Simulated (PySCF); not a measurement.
## Broadened absorption spectrum of C4H3F5O

Compound: C₄H₃F₅O.
Numbering: `[F:1][CH2:2][O:3]/[C:4]([F:5])=[CH:6]/[C:7]([F:8])([F:9])[F:10]` (hydrogens: H11, H12 on C2; H13 on C6)

Computed with TDDFT PBE0/def2-SVPD, vertical, gas phase, core orbitals frozen in the response (PySCF). Geometry: GFN2-xTB, one conformer, isolated molecule. Torsions of this conformer, `[F:1][CH2:2][O:3]/[C:4]([F:5])=[CH:6]/[C:7]([F:8])([F:9])[F:10]`: F1–C2–O3–C4 180°, C2–O3–C4–F5 0°, C4–C6–C7–F8 121°.

Broadening: Gaussians 0.5 eV wide at half height, area fixed by f = 4.319×10⁻⁹ ∫ε dν̃. The width is an assumption, not a result. The curve ends short of the highest state used, and states not computed would add to its high-energy end.

```csv
E (eV),ε (L mol⁻¹ cm⁻¹)
6.07,3
6.12,7
6.16,12
6.21,26
6.26,52
6.30,88
6.35,165
6.40,299
6.44,469
6.49,804
6.54,1337
6.58,1968
6.63,3103
6.68,4733
6.72,6464
6.77,9214
6.82,12590
6.86,15649
6.91,19685
6.96,23576
7.00,26262
7.05,28686
7.10,29726
7.14,29432
7.19,27692
7.24,24677
7.28,21637
7.33,17473
7.38,13357
7.42,10355
7.47,7168
7.52,4696
7.56,3219
7.61,1912
7.66,1078
7.70,659
7.75,346
7.80,183
7.84,119
7.89,85
7.94,82
7.98,91
8.03,113
8.08,143
8.12,173
8.17,219
8.22,275
8.26,330
8.31,409
8.36,498
8.41,592
8.45,665
8.50,746
8.55,805
8.59,833
8.64,838
```

(1) Locate the maxima and give the states behind the curve.

(2) On this curve, what absorbance would a 10⁻³ mol/L sample give at 193 nm over a 1 cm path?

(3) Coming from long wavelengths, where does ε first pass 100 L mol⁻¹ cm⁻¹?

Answers

(1) 174 nm (7.11 eV), ε about 30000, made up of S2 (98%); 144 nm (8.62 eV), ε about 840, made up of S6 (62%) and S7 (35%) (ε in L mol⁻¹ cm⁻¹; maxima over ε = 5, shares over 10%). The states used: S1 6.82 eV (f 0.025); S2 7.11 eV (f 0.542); S3 7.68 eV (f 0.0001); S4 8.17 eV (f 0.0019); S5 8.29 eV (f 0.0001); S6 8.56 eV (f 0.010); S7 8.72 eV (f 0.0062); S8 9.24 eV (f 0.016).

(2) 193 nm is 6.424 eV, where ε is about 390 L mol⁻¹ cm⁻¹, so A = ε c l ≈ 0.39 (Beer–Lambert, with the gas-phase spectrum and the assumed width).

(3) At about 196 nm (6.31 eV), 0.51 eV below S1.
